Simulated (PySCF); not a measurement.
BF, singlet, at a GFN2-xTB geometry. Base run: PBE0/6-31G** run with PySCF.

The PySCF input:
```python
from pyscf import gto, scf, dft

mol = gto.Mole()
mol.atom = '''
    B    -0.00000000   -0.00000000   -0.79987693
    F     0.00000000    0.00000000    0.44437607
'''
mol.basis = '6-31g**'
mol.verbose = 4
mol.build()

mf = dft.RKS(mol)
mf.xc = 'pbe0'
mf.kernel()
```

Variants of this job, named by their change:

| change | ΔE vs base (µEh) | grid points | electrons on the grid |
|---|---|---|---|
| base | 0.0 | 28312 | 14.00000 |
| grids.level = 7 | 0.7 | 175488 | 14.00000 |
| grids.atom_grid = (50, 194) | 23.2 | 13112 | 13.99998 |
| grids.atom_grid = (99, 590) | 0.6 | 62920 | 14.00000 |
| grids.level = 0 | 2923 | 2176 | 13.99723 |
| small_rho_cutoff = 0 | 0.0 | 28312 | 14.00000 |
| grids.radi_method = gauss_chebyshev | 0.0 | 27408 | 14.00000 |
| grids.prune = off | 0.1 | 45304 | 14.00000 |
| grids.level = 4 | 0.7 | 56944 | 14.00000 |
| grids.prune = dft.gen_grid.treutler_prune | -3.5 | 24856 | 14.00001 |
| grids.radi_method = mura_knowles | -0.2 | 26400 | 14.00000 |
